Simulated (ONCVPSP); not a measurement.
# Transferability test, ONCV potential for cobalt (Co)

cobalt (Co), optimised norm-conserving Vanderbilt (ONCV), made with ONCVPSP 4.0.1 (LDA (Perdew-Wang 92), scalar-relativistic). Core [Ne], reference 3s2 3p6 3d7 4s2. Waves: 3s+4s: rc 1.45 bohr, ncon 4, nbas 7, qcut 8.5 1/bohr, 2 projectors; 3p: rc 0.95 bohr, ncon 4, nbas 7, qcut 12.3 1/bohr, 2 projectors, debl 3 Ha; 3d: rc 1.30 bohr, ncon 5, nbas 9, qcut 12.6 1/bohr, 2 projectors, debl 0.7 Ha. Local part: polynomial inside 0.75 bohr (lpopt 5, dvloc0 0 Ha). Core correction: Teter function fitted to the true core (icmod 2), fcfact 0.35.

Energies are relative to the spin-unpolarised reference configuration 3s2 3p6 3d7 4s2; without spin polarisation the order of configurations can differ from experiment.

| valence configuration | charge | ΔE all-electron (eV) | error AE − PS (meV) |
| --- | --- | --- | --- |
| 3s2 3p6 3d7 4s1 | +1 | 9.289 | -0.3 |
| 3s2 3p6 3d6 4s0 | +3 | 62.560 | -2.1 |

(1) What are ΔE and the potential's error for 3s2 3p6 3d7 4s0?

(2) What are ΔE and the potential's error for 3s2 3p6 3d5 4s0?

Levels in the configuration 3s2 3p6 3d7 4s1:

```json
{"level": "3s", "all-electron (eV)": "-110.774", "pseudo (eV)": "-110.776"}
{"level": "3p", "all-electron (eV)": "-74.426", "pseudo (eV)": "-74.426"}
{"level": "3d", "all-electron (eV)": "-17.288", "pseudo (eV)": "-17.293"}
{"level": "4s", "all-electron (eV)": "-13.073", "pseudo (eV)": "-13.072"}
```

Results:

(1) ΔE = 26.367 eV all-electron; the error (AE − PS) is +0.4 meV.

(2) ΔE = 118.219 eV all-electron; the error (AE − PS) is +84 meV.
